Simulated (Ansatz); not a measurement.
C₃H₃N₂, SMILES [c]1cnc[nH]1, multiplicity 2.

The structure is a stationary point at r2SCAN-D4/def2-SVP. The isomer is the one that the SMILES or the coordinates give; other isomers of the formula were not compared.

Two levels are set side by side: PBE/def2-SVPD (Ansatz, an electronic-structure program) and CAM-B3LYP/def2-SVPD (Ansatz). Energy differences of separate SCF runs at the same geometry; the states with an electron removed or added have multiplicity 3 and 1. Differences are taken from unrounded values.

| quantity | PBE |
|---|---|
| vertical ionisation energy (eV) | 9.06 |
| vertical electron affinity (eV) | 1.34 |

### Question
These are the PBE values. What does CAM-B3LYP give? (Estimate from the structure and the level; the computed values follow.)

### Answer

| quantity | CAM-B3LYP | PBE minus CAM-B3LYP |
|---|---|---|
| vertical ionisation energy (eV) | 9.06 | 0.00 |
| vertical electron affinity (eV) | 1.52 | -0.18 |
